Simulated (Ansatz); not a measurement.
Cartesian coordinates (Å):
SMILES: BN
```xyz
6

B      0.6839     0.0179     0.0085
N     -0.7034    -0.0188    -0.0092
H      1.2870    -1.0085     0.0107
H      1.2327     1.0744     0.0212
H     -1.2319    -0.8750    -0.0205
H     -1.2777     0.8075    -0.0120
```
Charge 0, spin multiplicity 1.

Calculation: frozen-core CCSD(T)/cc-pVTZ // M06-2X/def2-TZVP (Ansatz, a program for electronic structure).

HF energy: -81.52663 Ha
MP2 correlation energy: -0.32762 Ha

Q: Estimate the CCSD correlation energy, the (T) correction, the total energy and the T1 diagnostic.

A: 
```yaml
CCSD correlation energy: -0.35055 Ha
"(T) correction": -0.01215 Ha
CCSD(T) total energy: -81.88933 Ha
T1 diagnostic: 0.013
```
